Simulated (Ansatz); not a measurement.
Cartesian coordinates in Å:
```
Cl -1.0926 0.7653 1.1847
B 0.0208 0.0826 0.0437
Cl 1.5115 0.8971 -0.3059
I -0.4398 -1.7450 -0.9224
```

Charge 0, multiplicity 1. I: def2 effective core potential.

Task: List the r2SCAN/def2-TZVPP orbital energies in eV (Ansatz 0.2.0). (An estimate is asked.)

Result: Ansatz gave: Occupied: -2754.18, -2754.18, -255.58, -255.58, -194.12, -194.12, -194.00, -194.00, -193.94, -193.94, -184.97, -184.21, -131.05, -130.87, -130.80, -50.85, -50.78, -50.73, -50.58, -50.58, -23.08, -22.09, -18.68, -13.47, -11.60, -10.83, -10.23, -8.88, -8.53, -8.42, -7.45, -7.01. Lowest empty: -2.61, -0.78, 1.15, 1.52, 1.73, 2.96, 3.46, 3.70.
